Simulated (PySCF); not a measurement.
F (fluorine, neutral) across methods

[He] 2s2 2p5, 2P determinant. All numbers are calculated (PySCF 2.14, the non-relativistic Hamiltonian (point nucleus), in aug-cc-pVTZ).

| method | E (hartree) | mean ε 2s β (eV) | mean ε 2p α (eV) | mean ε 2p β (eV) | Σ⟨r²⟩ (bohr²) | ⟨S²⟩ |
| --- | --- | --- | --- | --- | --- | --- |
| wB97X-V | -99.7300 | -34.604 | -16.860 | -15.216 | 10.64 | 0.752 |
| revPBE | -99.7311 | -28.640 | -11.813 | -10.249 | 10.75 | 0.752 |
| r2SCAN0 | -99.7166 | -32.448 | -14.797 | -12.945 | 10.44 | 0.753 |
| UHF | -99.40688 | -40.253 | -20.950 | -18.512 | 10.28 | 0.754 |
| r2SCAN | -99.7237 | -29.613 | -12.528 | -10.804 | 10.54 | 0.753 |
| PBE0 | -99.6718 | -31.815 | -14.308 | -12.574 | 10.56 | 0.752 |
| LDA | -99.1044 | -28.604 | -12.072 | -10.378 | 10.79 | 0.751 |
| M06-2X | -99.7323 | -34.806 | -16.702 | -14.897 | 10.55 | 0.752 |

**Question.** Estimate the same row for PBE.

**Answer.** E (hartree) = -99.6654; mean ε 2s β (eV) = -28.646; mean ε 2p α (eV) = -11.875; mean ε 2p β (eV) = -10.311; Σ⟨r²⟩ (bohr²) = 10.76; ⟨S²⟩ = 0.751.
